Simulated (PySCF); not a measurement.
CH4ClFOSi, singlet, geometry from GFN2-xTB, with bond 9-5 at 2.4 times its length; CASSCF(6,6)+NEVPT2/6-31G run with PySCF.

Input for PySCF:
```python
from pyscf import gto, scf, mcscf, mrpt
import numpy

mol = gto.Mole()
mol.atom = '''
    Si    0.125598    0.182204    0.471757
    F     0.053111    1.745392    0.086625
    Cl    1.748104   -0.627348   -0.317605
    O    -1.087536   -0.582025   -0.248987
    C    -2.473124   -0.363389   -0.213430
    H     0.088885    0.188099    1.917626
    H    -2.704835    0.687922   -0.389884
    H    -2.876535   -0.660376    0.756211
    H    -3.551921   -1.827835   -2.092599
'''
mol.basis = '6-31g'
mol.charge = 0
mol.spin = 0
mol.verbose = 4
mol.build()

mf = scf.RHF(mol)
mf.kernel()
mc = mcscf.CASSCF(mf, 6, 6)
mc.fix_spin_(ss=0.0)
mc.kernel()
occ = numpy.linalg.eigvalsh(mc.fcisolver.make_rdm1(mc.ci, mc.ncas, mc.nelecas))[::-1]
ss = mc.fcisolver.spin_square(mc.ci, mc.ncas, mc.nelecas)[0]
print('natural occupations', occ.round(4), ' <S^2>', round(ss, 4))
e2 = mrpt.NEVPT(mc).kernel()
print('E(NEVPT2) = %.10f' % (mc.e_tot + e2))
```

It wrote (shortened):

```
PySCF version 2.14.0

[INPUT] verbose = 4
[INPUT] num. atoms = 9
[INPUT] num. electrons = 58
[INPUT] charge = 0
[INPUT] spin (= nelec alpha-beta = 2S) = 0
[INPUT] symmetry False subgroup None
[INPUT] Mole.unit = angstrom
[INPUT] Symbol           X                Y                Z      unit          X                Y                Z       unit  Magmom
[...]
nuclear repulsion = 306.835130371935
number of shells = 37
number of NR pGTOs = 174
number of NR cGTOs = 61
basis = 6-31g
ecp = {}

******** <class 'pyscf.scf.hf.RHF'> ********
method = RHF
initial guess = minao
damping factor = 0
level_shift factor = 0
DIIS = <class 'pyscf.scf.diis.CDIIS'>
diis_start_cycle = 1
diis_space = 8
diis_damp = 0
SCF conv_tol = 1e-09
SCF conv_tol_grad = None
SCF max_cycles = 50
direct_scf = True
direct_scf_tol = 1e-13
Set gradient conv threshold to 3.16228e-05
Initial guess from minao.
init E= -963.221559621761
[...]
cycle= 1 E= -962.470178699791  delta_E= 0.751  |g|= 0.689  |ddm|= 2.67
[...]
cycle= 2 E= -962.558208233642  delta_E= -0.088  |g|= 0.47  |ddm|= 1.17
[...]
cycle= 3 E= -962.61559693671  delta_E= -0.0574  |g|= 0.0644  |ddm|= 0.439
[...]
cycle= 4 E= -962.617078767243  delta_E= -0.00148  |g|= 0.027  |ddm|= 0.095
[...]
cycle= 5 E= -962.617338670251  delta_E= -0.00026  |g|= 0.00791  |ddm|= 0.038
[...]
cycle= 6 E= -962.617367377482  delta_E= -2.87e-05  |g|= 0.002  |ddm|= 0.0133
[...]
cycle= 7 E= -962.61736967532  delta_E= -2.3e-06  |g|= 0.000702  |ddm|= 0.00433
[...]
cycle= 8 E= -962.617369959192  delta_E= -2.84e-07  |g|= 0.000253  |ddm|= 0.0015
[...]
cycle= 9 E= -962.617369988173  delta_E= -2.9e-08  |g|= 6.81e-05  |ddm|= 0.000406
[...]
cycle= 10 E= -962.617369991245  delta_E= -3.07e-09  |g|= 1.72e-05  |ddm|= 0.00014
[...]
cycle= 11 E= -962.617369991454  delta_E= -2.08e-10  |g|= 3.48e-06  |ddm|= 4.46e-05
[...]
Extra cycle  E= -962.617369991462  delta_E= -8.19e-12  |g|= 1.63e-06  |ddm|= 6.48e-06
converged SCF energy = -962.617369991462

******** <class 'pyscf.mcscf.mc1step.CASSCF'> ********
CAS (3e+3e, 6o), ncore = 26, nvir = 29
max_cycle_macro = 50
max_cycle_micro = 4
conv_tol = 1e-07
conv_tol_grad = None
orbital rotation max_stepsize = 0.02
orbital rotation threshold for CI restart = 0.01
augmented hessian ah_max_cycle = 30
augmented hessian ah_conv_tol = 1e-12
augmented hessian ah_linear dependence = 1e-14
augmented hessian ah_level shift = 1e-08
augmented hessian ah_start_tol = 2.5
augmented hessian ah_start_cycle = 3
augmented hessian ah_grad_trust_region = 3
kf_trust_region = 3
kf_interval = 4
ci_response_space = 4
ci_grad_trust_region = 3
with_dep4 0
natorb = False
canonicalization = True
sorting_mo_energy = False
ao2mo_level = 2
internal_rotation = False
******** <class 'pyscf.fci.addons.SpinPenaltyFCISolver'> ********
max. cycles = 50
conv_tol = 1e-08
davidson only = True
linear dependence = 1e-12
level shift = 0.001
max iter space = 12
nroots = 1
pspace_size = 400
spin = None
CASCI E = -962.706601272486  S^2 = 0.0000000
Set conv_tol_grad to 0.000316228
macro iter   1 ( 21 JK    4 micro), CASSCF E = -962.727247690538  dE = -2.06464181e-02  S^2 = 0.0000000
               |grad[o]|=0.115  |grad[c]|=0.0265  |ddm|=0.0448  |maxRot[o]|=0.227
macro iter   2 ( 21 JK    4 micro), CASSCF E = -962.732003538321  dE = -4.75584778e-03  S^2 = 0.0000000
               |grad[o]|=0.0291  |grad[c]|=0.0292  |ddm|=0.0232  |maxRot[o]|= 0.27
macro iter   3 ( 21 JK    4 micro), CASSCF E = -962.736603595943  dE = -4.60005762e-03  S^2 = 0.0000000
               |grad[o]|=0.0205  |grad[c]|=0.0464  |ddm|=0.0182  |maxRot[o]|=0.225
macro iter   4 ( 21 JK    4 micro), CASSCF E = -962.739135726049  dE = -2.53213011e-03  S^2 = 0.0000000
               |grad[o]|=0.0147  |grad[c]|=0.00928  |ddm|=0.00348  |maxRot[o]|=0.119
macro iter   5 ( 21 JK    4 micro), CASSCF E = -962.740466461099  dE = -1.33073505e-03  S^2 = 0.0000000
               |grad[o]|=0.0111  |grad[c]|=0.0144  |ddm|=0.00775  |maxRot[o]|=0.124
macro iter   6 ( 21 JK    4 micro), CASSCF E = -962.742236696938  dE = -1.77023584e-03  S^2 = 0.0000000
               |grad[o]|=0.0106  |grad[c]|=0.011  |ddm|=0.00458  |maxRot[o]|=0.151
macro iter   7 ( 21 JK    4 micro), CASSCF E = -962.742613484289  dE = -3.76787350e-04  S^2 = 0.0000000
               |grad[o]|=0.00881  |grad[c]|=0.00751  |ddm|=0.00312  |maxRot[o]|=0.0858
macro iter   8 (  7 JK    2 micro), CASSCF E = -962.743991184839  dE = -1.37770055e-03  S^2 = 0.0000000
               |grad[o]|=0.00783  |grad[c]|=0.00214  |ddm|=0.00447  |maxRot[o]|=0.0698
macro iter   9 ( 21 JK    4 micro), CASSCF E = -962.743849113825  dE =  1.42071014e-04  S^2 = 0.0000000
               |grad[o]|=0.00533  |grad[c]|=0.0052  |ddm|=0.00241  |maxRot[o]|=0.0734
macro iter  10 ( 21 JK    4 micro), CASSCF E = -962.744335860406  dE = -4.86746581e-04  S^2 = 0.0000000
               |grad[o]|=0.00517  |grad[c]|=0.00514  |ddm|=0.00308  |maxRot[o]|=0.0956
macro iter  11 ( 21 JK    4 micro), CASSCF E = -962.744719347821  dE = -3.83487415e-04  S^2 = 0.0000000
               |grad[o]|=0.00406  |grad[c]|=0.0187  |ddm|=0.0131  |maxRot[o]|=0.0984
macro iter  12 ( 21 JK    4 micro), CASSCF E = -962.744943297544  dE = -2.23949723e-04  S^2 = 0.0000000
               |grad[o]|=0.00307  |grad[c]|=0.00424  |ddm|=0.00191  |maxRot[o]|=0.104
macro iter  13 ( 20 JK    4 micro), CASSCF E = -962.745054408725  dE = -1.11111181e-04  S^2 = 0.0000000
               |grad[o]|=0.00225  |grad[c]|=0.00304  |ddm|=0.00113  |maxRot[o]|=0.0388
macro iter  14 ( 21 JK    4 micro), CASSCF E = -962.745090270154  dE = -3.58614287e-05  S^2 = 0.0000000
               |grad[o]|=0.00124  |grad[c]|=0.00176  |ddm|=0.000563  |maxRot[o]|=0.0466
macro iter  15 (  7 JK    2 micro), CASSCF E = -962.745113404868  dE = -2.31347137e-05  S^2 = 0.0000000
               |grad[o]|=0.000637  |grad[c]|=0.007  |ddm|=0.00535  |maxRot[o]|=0.0673
macro iter  16 (  7 JK    2 micro), CASSCF E = -962.745121621503  dE = -8.21663525e-06  S^2 = 0.0000000
[...]
CASSCF energy = -962.745122560420
CASCI E = -962.745122560420  E(CI) = -7.15720793606602  S^2 = 0.0000000
[...]
0 Si 2pz         0.00138   0.00407   0.00032  -0.00029   0.00049
0 Si 3px         0.04182   0.32958  -0.03923   0.03675   0.45155
0 Si 3py         0.16819  -0.14290  -0.02507   0.02408  -0.18110
0 Si 3pz        -0.04957  -0.17867  -0.01756   0.01587  -0.22761
0 Si 4px        -0.00425  -0.09503   0.01466  -0.01560  -0.18465
0 Si 4py        -0.01131   0.04781   0.00924  -0.01211   0.09068
0 Si 4pz         0.00019   0.05517   0.00723  -0.01146   0.10607
1 F 1s          -0.00013  -0.00009   0.00001  -0.00001  -0.00005
1 F 2s          -0.04606  -0.02150  -0.00078   0.00072  -0.03292
1 F 3s          -0.01873  -0.00764  -0.00142   0.00167  -0.02363
1 F 2px         -0.03937  -0.07458   0.00401  -0.00368  -0.09110
1 F 2py          0.03595   0.06660   0.01064  -0.01165   0.09387
1 F 2pz          0.00785   0.03200   0.00356  -0.00363   0.03128
1 F 3px         -0.00125  -0.01970   0.00313  -0.00304  -0.04056
1 F 3py          0.01131   0.01194   0.00154  -0.00162   0.02624
1 F 3pz         -0.00253   0.00989   0.00014  -0.00010   0.01840
2 Cl 1s          0.00001   0.00009  -0.00000   0.00000  -0.00021
2 Cl 2s          0.00009  -0.00223  -0.00001   0.00000   0.00071
2 Cl 3s          0.00989   0.06954  -0.00091   0.00090  -0.24321
2 Cl 4s          0.00238  -0.02885  -0.00172   0.00060  -0.08816
2 Cl 2px        -0.00816   0.01871  -0.00005   0.00006  -0.00197
2 Cl 2py        -0.02459  -0.00999   0.00000   0.00000   0.00102
2 Cl 2pz         0.00959  -0.00990   0.00001  -0.00001   0.00102
2 Cl 3px         0.28933  -0.67540   0.01595  -0.01960   0.35904
2 Cl 3py         0.87142   0.36346   0.00273  -0.00256  -0.19205
2 Cl 3pz        -0.33754   0.36135  -0.00112   0.00220  -0.18586
2 Cl 4px        -0.00153   0.03616   0.00595  -0.00484  -0.25084
2 Cl 4py         0.00083  -0.01968   0.00395  -0.00394   0.13744
2 Cl 4pz        -0.00158  -0.01406   0.00286  -0.00294   0.14186
3 O 1s           0.00007  -0.00011  -0.00014   0.00012  -0.00007
3 O 2s           0.03402  -0.06133  -0.04858   0.05066  -0.08059
3 O 3s           0.01129  -0.02076  -0.00726   0.00906  -0.04333
3 O 2px          0.01356  -0.06216   0.01117  -0.02251  -0.07141
3 O 2py         -0.03095   0.01055   0.08036  -0.08667   0.00109
3 O 2pz          0.01308   0.02419   0.10366  -0.11365   0.01893
3 O 3px          0.00490  -0.02420  -0.00298  -0.00115  -0.04691
3 O 3py         -0.00532   0.00666   0.01573  -0.01854   0.00749
3 O 3pz          0.00757   0.01047   0.02041  -0.02425   0.01456
4 C 1s          -0.00002   0.00002   0.00111  -0.00078  -0.00006
4 C 2s          -0.00441   0.02315   0.24574  -0.26332   0.02450
4 C 3s           0.00252  -0.00194   0.01569  -0.01142  -0.00079
4 C 2px         -0.01074   0.04151  -0.21945   0.22455   0.07719
4 C 2py         -0.00050  -0.00757  -0.36667   0.36842   0.00587
4 C 2pz          0.00250   0.00041  -0.46304   0.46588   0.02260
4 C 3px          0.00380  -0.00527  -0.02418   0.01632  -0.00607
4 C 3py         -0.00267   0.00705  -0.01713   0.00956   0.01954
4 C 3pz          0.00042   0.00719  -0.02289   0.01265   0.02112
5 H 1s           0.02989  -0.10096  -0.02120   0.02295  -0.13239
5 H 2s           0.00733  -0.01105  -0.00599   0.00627  -0.01290
6 H 1s           0.00708   0.00152  -0.05087   0.05706   0.00661
6 H 2s           0.00048   0.00307   0.00275   0.00153   0.00998
7 H 1s           0.00130  -0.00512  -0.05315   0.05958  -0.00390
7 H 2s           0.00309   0.00097   0.00232   0.00202   0.00664
8 H 1s           0.00094  -0.00149   0.71143   0.69910   0.00192
8 H 2s           0.00025  -0.00004   0.06023   0.03641   0.00022
               #6
0 Si 1s          0.00002
0 Si 2s          0.00058
0 Si 3s          0.01652
0 Si 4s         -0.01204
0 Si 2px        -0.00006
0 Si 2py        -0.00026
0 Si 2pz         0.00008
0 Si 3px         0.12730
0 Si 3py         0.49705
0 Si 3pz        -0.15576
0 Si 4px         0.02167
0 Si 4py         0.04783
0 Si 4pz        -0.04032
1 F 1s          -0.00015
1 F 2s          -0.13308
1 F 3s          -0.10773
1 F 2px         -0.04241
1 F 2py          0.12012
1 F 2pz         -0.02597
1 F 3px          0.01603
1 F 3py          0.04572
1 F 3pz         -0.02446
2 Cl 1s         -0.00000
2 Cl 2s          0.00003
2 Cl 3s          0.00502
2 Cl 4s          0.01556
2 Cl 2px         0.00026
2 Cl 2py         0.00068
2 Cl 2pz        -0.00028
2 Cl 3px        -0.04070
2 Cl 3py        -0.10988
2 Cl 3pz         0.04393
2 Cl 4px         0.22797
2 Cl 4py         0.69238
2 Cl 4pz        -0.26991
3 O 1s           0.00007
3 O 2s           0.08755
3 O 3s           0.04888
3 O 2px          0.03055
3 O 2py         -0.05451
3 O 2pz          0.08844
3 O 3px          0.00587
3 O 3py         -0.01833
3 O 3pz          0.06389
4 C 1s           0.00005
4 C 2s          -0.00470
4 C 3s           0.01614
4 C 2px         -0.03619
4 C 2py         -0.00750
4 C 2pz         -0.00290
4 C 3px          0.02007
4 C 3py         -0.01578
4 C 3pz          0.00631
5 H 1s           0.08694
5 H 2s           0.03685
6 H 1s           0.01682
6 H 2s          -0.00627
7 H 1s           0.00154
7 H 2s           0.02318
8 H 1s           0.00048
8 H 2s           0.00220
<CAS-nat-orb|mo-hf>  27     27       0.91515372
<CAS-nat-orb|mo-hf>  28     24      -0.47979945
<CAS-nat-orb|mo-hf>  28     25      -0.63053282
<CAS-nat-orb|mo-hf>  29     29       0.98569896
<CAS-nat-orb|mo-hf>  30     30       0.98662951
<CAS-nat-orb|mo-hf>  31     31       0.48282736
<CAS-nat-orb|mo-hf>  31     33       0.45640397
<CAS-nat-orb|mo-hf>  31     42      -0.42738283
<CAS-nat-orb|mo-hf>  32     32       0.53109467
<CAS-nat-orb|mo-hf>  32     43       0.75100552
Sr    (-1)',   E = -0.00076593884363
Si    (+1)',   E = -0.00038143918744
Sijrs (0)  ,   E = -0.31286301816462
Sijr  (+1) ,   E = -0.02758046101816
Srsi  (-1) ,   E = -0.02272444870311
Srs   (-2) ,   E = -0.00167056088510
Sij   (+2) ,   E = -0.00218670394435
Sir   (0)' ,   E = -0.02371308602691
Nevpt2 Energy = -0.391885656773330
E(NEVPT2) = -963.1370082172
```
